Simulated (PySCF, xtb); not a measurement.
C2H8AlNOSe, SMILES C[N]([Al]([SeH])[OH])C.

xtb with GFN2-xTB at its own geometry gives an orbital gap of 2.78 eV and a dipole moment of 3.14 D.

The structure is a stationary point at ωB97X-D3(BJ)/def2-SVP. The values are those of a single conformer.

Task: What does PySCF with B3LYP/def2-TZVP give? (Estimate from the structure and the level; the computed values follow.)

Result: gap 5.69 eV (levels -6.20 and -0.51 eV), dipole 2.34 D.
